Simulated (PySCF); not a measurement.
AlBrH₃N. Atoms are numbered in the order given.

```xyz
6

Al    -0.6040     1.0865     0.0000
H     -2.1292     1.4335     0.0000
Br     0.1000    -1.0696     0.0000
N      0.6313     2.3396     0.0000
H      1.6249     2.1701     0.0000
H      0.4389     3.3294     0.0000
```
Charge 0, spin multiplicity 1.

Geometry: B3LYP-D3(BJ)/def2-TZVP. Other conformers were not sampled.

Method: TDA-LC-ωPBE/def2-SVPD (PySCF 2.14.0).

Vertical excitations. Gas-phase values at a fixed geometry. State labels are in the subgroup Cs.

Computed UV-visible absorptions:
```csv
state,symmetry,energy (eV),λ (nm),f,main pairs
S1,A",6.93,179,0.025,"HOMO→LUMO 66 %, HOMO→LUMO+3 10 %"
S2,A",7.05,176,0.015,HOMO−1→LUMO+1 80 %
S3,A',7.17,173,0.098,HOMO→LUMO+1 89 %
S4,A',7.59,163,0.096,"HOMO−1→LUMO 44 %, HOMO−1→LUMO+2 39 %"
S5,A",7.65,162,0.060,"HOMO→LUMO+2 37 %, HOMO−2→LUMO 25 %, HOMO−3→LUMO+1 13 %, HOMO−2→LUMO+2 7 %"
S6,A",7.86,158,0.067,"HOMO−3→LUMO+1 70 %, HOMO→LUMO+2 14 %"
S7,A',7.88,157,0.058,HOMO−2→LUMO+1 84 %
S8,A",8.21,151,0.089,"HOMO−2→LUMO+2 29 %, HOMO−2→LUMO 24 %, HOMO→LUMO+2 20 %, HOMO→LUMO+4 7 %"
S9,A',8.84,140,0.042,"HOMO−3→LUMO 26 %, HOMO−1→LUMO 22 %, HOMO−1→LUMO+2 17 %, HOMO−1→LUMO+9 8 %"
S10,A",8.91,139,0.000,"HOMO→LUMO+6 34 %, HOMO−4→LUMO+1 25 %, HOMO→LUMO+3 9 %"
T1,A',5.97,208,0,HOMO→LUMO+1 84 %
T2,A",6.42,193,0,"HOMO→LUMO 62 %, HOMO→LUMO+3 14 %"
T3,A",6.51,190,0,"HOMO−1→LUMO+1 53 %, HOMO−3→LUMO+1 33 %"
T4,A',7.03,176,0,HOMO−2→LUMO+1 68 %
```
Triplets are in the Tamm–Dancoff approximation.
